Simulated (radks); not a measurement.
Effect of the nuclear size on neutral xenon, [Xe]. All-electron calculation, Dirac Kohn-Sham, relativistic LDA (MacDonald-Vosko exchange, VWN5 correlation), spin-unpolarised, spherical densities, finite nucleus; Fermi nuclear charge, rms radius 4.7859 fm. Program: a radial shooting solver on a logarithmic mesh with Libxc functionals. The rms radius is varied about that value; shifts are against it.

| rms radius (fm) | total energy shift (eV) | density at nucleus (e/bohr^3) | 1s1/2 shift (meV) | 2s1/2 shift (meV) | 4p1/2 shift (meV) | 5s1/2 shift (meV) |
|---|---|---|---|---|---|---|
| 4.1063 | -1.74 | 2.758e+05 | -724 | -85.7 | 0.252 | -0.499 |
| 4.494 | -0.776 | 2.714e+05 | -322 | -38.2 | 0.112 | -0.222 |
| 4.7859 | 0 | 2.684e+05 | 0.000 | 0.000 | 0.000 | 0.000 |
| 5.1927 | 1.15 | 2.645e+05 | 477 | 56.4 | -0.166 | 0.328 |
| 5.3937 | 1.74 | 2.627e+05 | 724 | 85.7 | -0.252 | 0.499 |

Slopes of the eigenvalues against <r^2> in GHz/fm^2, as finite differences over the two radii next to the reference (eigenvalue slopes, not the field-shift constants of lines): 1s1/2 28500, 2s1/2 3380, 4p1/2 -9.94, 5s1/2 19.7.
